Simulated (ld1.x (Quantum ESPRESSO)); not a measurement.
**carbon: variants of one TM potential**

Base potential:

ld1.x (Quantum ESPRESSO) 7.5 input, shortened:

```
&input
   title='C', zed=6., rel=1, dft='PBE', iswitch=3,
   config='[He] 2s2 2p2 3d-2'
 /
 &inputp
   pseudotype=2, tm=.true., lloc=2,
   nlcc=.false.
 /
3
2S  1  0   2.00   0.00  1.15  1.15  0.0
2P  2  1   2.00   0.00  3.15  3.15  0.0
3D  3  2  -2.00   0.50  2.40  2.40  0.0
 &test
   configts(1)='2s2 2p2'
 /
```

Cutoffs, loose and tight: the cutoffs (Ry, on a coarse ladder) from which the occupation-weighted sum of valence levels, in a spherical-Bessel basis at the reference potential, stays within 10 and 1 mRy of its value at 400 Ry. They do not see the model core or the augmentation charge, which bear on the density cutoff. Test errors are all-electron minus pseudo excitation energies from the reference, over the configurations 2s2 2p1; 2s2 2p0; 2s1 2p0; 2s2 2p2.3; 2s2 2p1.5; 2s1 2p2; 2s0 2p4. A dash means not determined; rows that change the core or the reference have their own tests.

Cutoffs are not given where the Bessel-basis levels miss the radial ones by over 6 mRy, ghosts where they miss by over 20 mRy; a channel whose overlap is not positive is not tested.

```tsv
change	outcome	cutoff, loose	cutoff, tight	bound ghosts	largest test error (meV)
base	generated	35 Ry	90 Ry	none	+2588
local potential the s channel	generated	35 Ry	90 Ry	none	+2559
wave 3d channel at 0.5 Ry: rc 2.40 bohr becomes 3d channel at 0.22 Ry: rc 2.40 bohr	generated	35 Ry	90 Ry	none	+2587
wave 3d channel at 0.5 Ry: rc 2.40 bohr becomes 3d channel at 0.5 Ry: rc 2.22 bohr	generated	35 Ry	90 Ry	none	+2582
wave 2s (bound): rc 1.15 bohr becomes 2s (bound): rc 1.02 bohr	generated	35 Ry	90 Ry	none	+2587
functional LDA (PZ)	generated	35 Ry	90 Ry	none	+2660
wave 2p (bound): rc 3.15 bohr becomes 2p (bound): rc 3.14 bohr	generated	35 Ry	90 Ry	none	+2409
non-relativistic	generated	35 Ry	90 Ry	none	+2587
core correction a·sin(br)/r model core inside 1.40 bohr	generated	35 Ry	90 Ry	none	+2586
all radii scaled by about 0.96 (s 1.10, p 3.02, d 2.30 bohr)	generated	35 Ry	90 Ry	none	+2234
wave 3d channel at 0.5 Ry: rc 2.40 bohr becomes 3d channel at -0.08 Ry: rc 2.40 bohr	generated	35 Ry	90 Ry	none	+2587
wave 3d channel at 0.5 Ry: rc 2.40 bohr becomes 3d channel at 1.36 Ry: rc 2.40 bohr	generated	35 Ry	90 Ry	none	+2586
```

Problem. What comes out with this change to the base: type ultrasoft; waves now 2s (bound): rcut 1.00, rcutus 1.15 bohr; 2s channel at -0.3 Ry: rcut 1.00, rcutus 1.15 bohr; 2p (bound): rcut 2.75, rcutus 3.15 bohr; 2p channel at 0.75 Ry: rcut 2.75, rcutus 3.15 bohr; 3d channel at 0.5 Ry: rcut 2.10, rcutus 2.40 bohr; local potential all-electron potential smoothed inside 0.85 bohr (lloc = -1); augmentation built from norm-conserving waves at rcut, not smoothed further?

Solution. outcome: generated, overlap not positive; bound ghosts: not determined (overlap not positive); largest test error (meV): +1616. A file whose overlap is not positive is unfit for use, and its test errors describe a broken file.
